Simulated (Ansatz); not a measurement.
`[OH][W]([OH])([OH])([OH])([F])[Cl]` and `C[O][W]([OH])([OH])([OH])([OH])[Cl]` differ in one atom or group.

Ansatz, PBE0-D4/def2-TZVP geometries, multiplicity 1. Each molecule was computed in one conformer, which needn't be the lowest.

Elements past krypton have def2 core potentials.

```
                                          property  `[OH][W]([OH])([OH])([OH])([F])[Cl]`
               HOMO–LUMO gap (PBE/def2-TZVPP) / eV                                  3.30
             HOMO–LUMO gap (B3LYP/def2-TZVPP) / eV                                  4.91
    size of the dipole moment (PBE/def2-TZVPP) / D                                  1.78
  size of the dipole moment (B3LYP/def2-TZVPP) / D                                  1.78
                HOMO energy (PBE0/def2-TZVPP) / eV                                 -8.51
size of the dipole moment (ωB97M-V/def2-TZVPP) / D                                  1.82
```

(1) What does the change do to each property? (An estimate is asked.)

Answers

(1) Ansatz gave: 
| property | `C[O][W]([OH])([OH])([OH])([OH])[Cl]` | shift |
| --- | --- | --- |
| HOMO–LUMO gap (PBE/def2-TZVPP) / eV | 3.35 | 0.05 |
| HOMO–LUMO gap (B3LYP/def2-TZVPP) / eV | 4.95 | 0.04 |
| size of the dipole moment (PBE/def2-TZVPP) / D | 1.91 | 0.13 |
| size of the dipole moment (B3LYP/def2-TZVPP) / D | 1.88 | 0.10 |
| HOMO energy (PBE0/def2-TZVPP) / eV | -8.07 | 0.44 |
| size of the dipole moment (ωB97M-V/def2-TZVPP) / D | 1.89 | 0.07 |

The zero-point energy changes by 104.6 kJ/mol with +12 modes. Dipoles are sizes alone; their direction can turn.

B3LYP here is the variant with VWN-RPA as its local correlation; programs differ in this.
